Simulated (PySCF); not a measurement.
## How methods differ on the excitation energy of Ti

Ti [Ar] 3d2 4s2 (3F) → Ti [Ar] 3d4 (5D), as a difference of total energies. All numbers are calculated (PySCF 2.14, the spin-free X2C one-electron Hamiltonian (Gaussian nucleus), in x2c-TZVPPall with one added diffuse shell each of s, p, d, f type (7s6p5d3f1g, 80 functions)). Correlated levels: valence: [Ar] frozen; valence and next inner shell: [Ne] frozen. The calculations carry no spin-orbit coupling.

```json
{"method": "UHF", "excitation energy (eV)": "4.561"}
{"method": "LDA", "excitation energy (eV)": "2.186"}
{"method": "PBE", "excitation energy (eV)": "2.314"}
{"method": "PBE0", "excitation energy (eV)": "2.821"}
{"method": "r2SCAN", "excitation energy (eV)": "2.564"}
{"method": "wB97X", "excitation energy (eV)": "3.567"}
{"method": "TPSS", "excitation energy (eV)": "2.588"}
{"method": "B97-3", "excitation energy (eV)": "3.445"}
{"method": "MN15", "excitation energy (eV)": "3.135"}
{"method": "MP2 (valence)", "excitation energy (eV)": "4.012"}
{"method": "SCS-MP2 (valence)", "excitation energy (eV)": "5.079"}
{"method": "MP2 (valence and next inner shell)", "excitation energy (eV)": "3.272"}
{"method": "SCS-MP2 (valence and next inner shell)", "excitation energy (eV)": "4.396"}
```

Question: How much does correlation contribute at MP2 (valence and next inner shell)?

Answer: 3.272 − (4.561) = -1.289 eV, measured against UHF.

A first-order spin-orbit estimate (lowest level to lowest level, LS coupling) adds 0.014 eV.
